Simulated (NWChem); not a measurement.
The numbers come from NWChem runs, not from measurements. System: C$_{2}$F$_{3}$O, charge 0, spin multiplicity 2, displaced from the optimised geometry. The structure started from a generated list of species. Its SCF solution wasn't tested for a lower state.

The NWChem input:

```
start mol
memory heap 200 mb stack 900 mb global 1100 mb
geometry units angstroms nocenter noautoz noautosym
  O      2.111412     0.062302    -0.032396
  C      1.117120    -0.528851     0.262469
  C     -0.360203    -0.027288     0.012989
  F     -0.394135     1.167857    -0.616714
  F     -0.982073     0.087482     1.205892
  F     -1.005214    -0.939958    -0.744020
end
basis spherical
  * library def2-svp
end
dft
  xc becke88 perdew86
  odft
  mult 2
  semidirect memsize 60000000 filesize 0
  iterations 100
  convergence nodiis damp 40
end
task dft gradient
```

The output up to the point where the run's verdict is printed (cleaned and shortened):

```
             Northwest Computational Chemistry Package (NWChem) 7.3.0
             --------------------------------------------------------

                                NWChem Input Module
                                -------------------

 Scaling coordinates for geometry "geometry" by  1.889725989
 (inverse scale =  0.529177249)

                             Geometry "geometry" -> ""
                             -------------------------

 Output coordinates in angstroms (scale by  1.889725989 to convert to a.u.)

  No.       Tag          Charge          X              Y              Z
 ---- ---------------- ---------- -------------- -------------- --------------
    1 O                    8.0000     2.11141200     0.06230200    -0.03239600
    2 C                    6.0000     1.11712000    -0.52885100     0.26246900
    3 C                    6.0000    -0.36020300    -0.02728800     0.01298900
    4 F                    9.0000    -0.39413500     1.16785700    -0.61671400
    5 F                    9.0000    -0.98207300     0.08748200     1.20589200
    6 F                    9.0000    -1.00521400    -0.93995800    -0.74402000

 Effective nuclear repulsion energy (a.u.)     237.6423346604

            Nuclear Dipole moment (a.u.)
            ----------------------------
        X                 Y               Z
 ---------------- ---------------- ----------------
    -0.0000000000     0.0000207870     0.0000037795


 Summary of "ao basis" -> "" (spherical)
 ------------------------------------------------------------------------------
       Tag                 Description            Shells   Functions and Types
 ---------------- ------------------------------  ------  ---------------------
 *                          def2-svp                  on all atoms

  perdew86 is a nonlocal functional; adding perdew81 local functional.

                                 NWChem DFT Module
                                 -----------------

 Summary of "ao basis" -> "ao basis" (spherical)
 ------------------------------------------------------------------------------
[...]
 d= 0,ls=0.5         73   -300.7289009544  4.32D+01  1.65D-01              39.2
                                                     1.54D-01
 d= 0,ls=0.5         74   -343.9550481472 -4.32D+01  1.65D-01              39.7
                                                     1.54D-01
 d= 0,ls=0.5         75   -300.7289009544  4.32D+01  1.65D-01              40.2
                                                     1.54D-01
 d= 0,ls=0.5         76   -343.9550481472 -4.32D+01  1.65D-01              40.6
                                                     1.54D-01
 d= 0,ls=0.5         77   -300.7289009544  4.32D+01  1.65D-01              41.1
                                                     1.54D-01
 d= 0,ls=0.5         78   -343.9550481472 -4.32D+01  1.65D-01              41.6
                                                     1.54D-01
 d= 0,ls=0.5         79   -300.7289009544  4.32D+01  1.65D-01              42.1
                                                     1.54D-01
 d= 0,ls=0.5         80   -343.9550481472 -4.32D+01  1.65D-01              42.5
                                                     1.54D-01
 d= 0,ls=0.5         81   -300.7289009544  4.32D+01  1.65D-01              43.0
                                                     1.54D-01
 d= 0,ls=0.5         82   -343.9550481472 -4.32D+01  1.65D-01              43.5
                                                     1.54D-01
 d= 0,ls=0.5         83   -300.7289009544  4.32D+01  1.65D-01              43.9
                                                     1.54D-01
 d= 0,ls=0.5         84   -343.9550481472 -4.32D+01  1.65D-01              44.4
                                                     1.54D-01
 d= 0,ls=0.5         85   -300.7289009544  4.32D+01  1.65D-01              44.9
                                                     1.54D-01
 d= 0,ls=0.5         86   -343.9550481472 -4.32D+01  1.65D-01              45.3
                                                     1.54D-01
 d= 0,ls=0.5         87   -300.7289009544  4.32D+01  1.65D-01              45.8
                                                     1.54D-01
 d= 0,ls=0.5         88   -343.9550481472 -4.32D+01  1.65D-01              46.3
                                                     1.54D-01
 d= 0,ls=0.5         89   -300.7289009544  4.32D+01  1.65D-01              46.8
                                                     1.54D-01
 d= 0,ls=0.5         90   -343.9550481472 -4.32D+01  1.65D-01              47.2
                                                     1.54D-01
 d= 0,ls=0.5         91   -300.7289009544  4.32D+01  1.65D-01              47.7
                                                     1.54D-01
 d= 0,ls=0.5         92   -343.9550481472 -4.32D+01  1.65D-01              48.2
                                                     1.54D-01
 d= 0,ls=0.5         93   -300.7289009544  4.32D+01  1.65D-01              48.6
                                                     1.54D-01
 d= 0,ls=0.5         94   -343.9550481472 -4.32D+01  1.65D-01              49.1
                                                     1.54D-01
 d= 0,ls=0.5         95   -300.7289009544  4.32D+01  1.65D-01              49.6
                                                     1.54D-01
 d= 0,ls=0.5         96   -343.9550481472 -4.32D+01  1.65D-01              50.1
                                                     1.54D-01
 d= 0,ls=0.5         97   -300.7289009544  4.32D+01  1.65D-01              50.5
                                                     1.54D-01
 d= 0,ls=0.5         98   -343.9550481472 -4.32D+01  1.65D-01              51.0
                                                     1.54D-01
 d= 0,ls=0.5         99   -300.7289009544  4.32D+01  1.65D-01              51.5
                                                     1.54D-01
 d= 0,ls=0.5        100   -343.9550481472 -4.32D+01  1.65D-01              52.0
                                                     1.54D-01
```

The run did not converge; its last values are not results. The next line reads: Calculation failed to converge. NWChem stopped with the message: dft gradient failed.
